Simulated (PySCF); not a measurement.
**Electric field gradients and quadrupole coupling constants**

Compound: C2H14OSi4.
Z-matrix (Å and degrees, GFN2-xTB geometry), rows numbered from 1:
```
C 
C   1  1.5209
O   2  1.3949  1  112.59
Si  3  1.6267  2  129.02  1    68.60
Si  4  2.3040  3   95.97  2   175.37
Si  5  2.3320  4  113.21  3   -52.47
Si  5  2.3310  4  113.34  3    77.64
H   1  1.0874  2  109.82  3    54.94
H   1  1.0871  2  110.11  3   -64.71
H   1  1.0866  2  109.99  3   175.09
H   2  1.0970  1  109.85  3   122.07
H   2  1.0960  1  110.02  3  -118.73
H   4  1.4740  3  109.40  2    51.39
H   4  1.4746  3  111.39  2   -61.78
H   5  1.4875  4  104.29  3  -168.15
H   6  1.4674  5  113.23  4  -168.51
H   6  1.4677  5  113.81  4   -47.83
H   6  1.4665  5  111.82  4    72.02
H   7  1.4666  5  113.18  4   173.12
H   7  1.4668  5  112.15  4   -67.25
H   7  1.4676  5  113.88  4    52.60
```

Field gradients from the PBE0/pcSseg-1 density (PySCF, non-relativistic), principal values in atomic units, ordered |Vxx| ≤ |Vyy| ≤ |Vzz|:

```csv
atom,Vxx,Vyy,Vzz
O3,-0.5584,-1.1248,1.6832
```

Task: Find the asymmetry η = (Vxx − Vyy)/Vzz and the couplings χ = eQV/h (234.96 MHz × Q in barn × V in au), with Q(17O) = −0.0256 b.

Result: 
```csv
atom,environment,nucleus,η,χzz (MHz),χxx (MHz),χyy (MHz)
O3,silyl ether oxygen,17O,0.34,-10.12,3.36,6.77
```

The tensor is traceless: Vxx + Vyy + Vzz = 0.

Task: What is Vzz at O3 in SI units (1 au = 9.71736 × 10²¹ V/m²)?

Result: 1.6832 au = 16.356 × 10²¹ V/m².

Task: And the gradient at the other heavy atoms, for which no coupling is worked out here?

Result: 
```csv
atom,environment,Vzz (au),η
C1,methyl carbon,0.044,0.49
C2,sp3 carbon bound to oxygen,0.401,0.17
Si4,oxygen-bound silicon,0.453,0.05
Si5,SiH silicon,-0.063,0.60
Si6,SiH3 silicon,0.107,0.25
Si7,SiH3 silicon,0.091,0.20
```

Task: What couplings would deuterons (Q(2H) = 0.00286 b) have in place of the hydrogens, at this geometry?

Result: 
```json
{"atom": "H8", "bonded to": "C1", "bond length (Å)": "1.087", "Vzz (au)": "0.3141", "η": "0.01", "χzz (kHz)": "211"}
{"atom": "H9", "bonded to": "C1", "bond length (Å)": "1.087", "Vzz (au)": "0.3140", "η": "0.03", "χzz (kHz)": "211"}
{"atom": "H10", "bonded to": "C1", "bond length (Å)": "1.087", "Vzz (au)": "0.3173", "η": "0.02", "χzz (kHz)": "213"}
{"atom": "H11", "bonded to": "C2", "bond length (Å)": "1.097", "Vzz (au)": "0.2871", "η": "0.07", "χzz (kHz)": "193"}
{"atom": "H12", "bonded to": "C2", "bond length (Å)": "1.096", "Vzz (au)": "0.2885", "η": "0.06", "χzz (kHz)": "194"}
{"atom": "H13", "bonded to": "Si4", "bond length (Å)": "1.474", "Vzz (au)": "0.1537", "η": "0.05", "χzz (kHz)": "103"}
{"atom": "H14", "bonded to": "Si4", "bond length (Å)": "1.475", "Vzz (au)": "0.1528", "η": "0.04", "χzz (kHz)": "103"}
{"atom": "H15", "bonded to": "Si5", "bond length (Å)": "1.487", "Vzz (au)": "0.1511", "η": "0.00", "χzz (kHz)": "102"}
{"atom": "H16", "bonded to": "Si6", "bond length (Å)": "1.467", "Vzz (au)": "0.1622", "η": "0.01", "χzz (kHz)": "109"}
{"atom": "H17", "bonded to": "Si6", "bond length (Å)": "1.468", "Vzz (au)": "0.1621", "η": "0.01", "χzz (kHz)": "109"}
{"atom": "H18", "bonded to": "Si6", "bond length (Å)": "1.466", "Vzz (au)": "0.1629", "η": "0.01", "χzz (kHz)": "109"}
{"atom": "H19", "bonded to": "Si7", "bond length (Å)": "1.467", "Vzz (au)": "0.1629", "η": "0.01", "χzz (kHz)": "109"}
{"atom": "H20", "bonded to": "Si7", "bond length (Å)": "1.467", "Vzz (au)": "0.1626", "η": "0.00", "χzz (kHz)": "109"}
{"atom": "H21", "bonded to": "Si7", "bond length (Å)": "1.468", "Vzz (au)": "0.1622", "η": "0.01", "χzz (kHz)": "109"}
```

The structure is a single GFN2-xTB conformer in the gas phase; no vibrational or solvent corrections. GFN2-xTB bond lengths can be off by several hundredths of an ångström, more for odd bonds, and the gradients follow them. The basis is small and wasn't made for field gradients, so the couplings can be 20 % off.

The run behind these numbers computed NMR shieldings as well. Hardware: an Arm Neoverse N1 with one thread, shared host with 64 logical CPUs at a one-minute load of 61. Cost: 1.7 min wall (with the writing of density and orbital grids), 1.1 GiB resident at most.
